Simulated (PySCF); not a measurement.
```xyz
3
charge 0 multiplicity 2, angstrom
Tc    0.0000    0.0000   -0.9252
N     0.0000    0.0000   -2.5116
Br    0.0000    0.0000    1.6051
```

Level of theory: PySCF, UB3LYP, basis Tc def2-SVP with ECP28, N def2-SVP, Br def2-SVP (scalar-relativistic core potentials, no spin–orbit coupling, density fitting).

This geometry of BrTcN is a stationary point at this level.

**Question.** What is the point group?

**Answer.** C∞v.

**Question.** Is it a minimum?

**Answer.** No: it has 2 imaginary modes (one degenerate set), at 106i cm⁻¹ (π).

**Question.** Which band is strongest in the infrared?

**Answer.** 1206 cm⁻¹ (σ+), 123 km/mol.

**Question.** What are the dipole moment and the gap between the highest occupied and lowest empty levels of either spin?

**Answer.** 1.44 D and 2.84 eV.

Only a few start shapes were tried, so a lower isomer may exist. Other spin states or occupations of the open shell can lie lower. At this level a doublet minimum of Cs symmetry lies 18 kJ/mol below this structure.
